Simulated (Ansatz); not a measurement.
Two shapes of singlet ZnCl2.

Shape 1:

```xyz
3

Cl    0.0000    0.0000   -2.0970
Zn    0.0000    0.0000    0.0000
Cl    0.0000    0.0000    2.0970
```

Shape 2:

```xyz
3

Cl    0.0000    0.0000   -1.9293
Zn    0.0000    0.0000    0.0000
Cl    0.0000    0.0000    1.9293
```

Basis set: 6-31G* (spherical functions). Correlated methods keep 15 orbitals frozen. Charge 0, multiplicity 1.

Computed with Ansatz (development build ahead of 0.2.0); each method stands on the lowest determinant of its kind that the runs found.

Task: Which shape is lower in energy, and by how much in each method?

Result:

| method | E(2) − E(1) (eV) |
| --- | --- |
| RHF | 0.740 |
| RHF-MP2 | 0.435 |

Shape 1 is lower.
